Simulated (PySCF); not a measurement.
Dipole response of Mn⁺ (manganese, charge +1)

[Ar] 3d5 4s1, high-spin 7S determinant. Calculation: PySCF 2.14, in aug-cc-pVDZ-DK (7s6p4d2f, 59 functions); the spin-free X2C one-electron Hamiltonian (Gaussian nucleus). Coupled (time-dependent) response in atomic units; α is the mean over directions. A double-zeta set is small for polarisabilities.

```tsv
method	mean α (bohr³)	C₆ (like pair)	S(−4)
UHF	38.60	212.4	1355
PBE	27.88	144.7	611.1
PBE0	29.94	156.5	736.6
```

S(−4) is the Cauchy moment in α(ω) = α(0) + S(−4) ω² + …

α(iu) at PBE0:

```
u (hartree)  α(iu) (bohr³)
          0          29.94
     0.0500          28.22
      0.100          24.20
      0.200          16.05
      0.300          10.94
      0.500          6.219
      0.750          3.924
       1.00          2.834
       1.50          1.778
       2.00          1.259
       3.00         0.7444
       5.00         0.3484
```

A single London oscillator, α(iu) = α/(1 + u²/ω²), gives C₆ = (3/4) ω α². Matching the computed C₆ needs ω = 4 × 156.5 / (3 × 29.94²) = 0.233 hartree.

For an ion, C₆ is the dispersion term alone; charge-induced terms of lower order in 1/R come first.
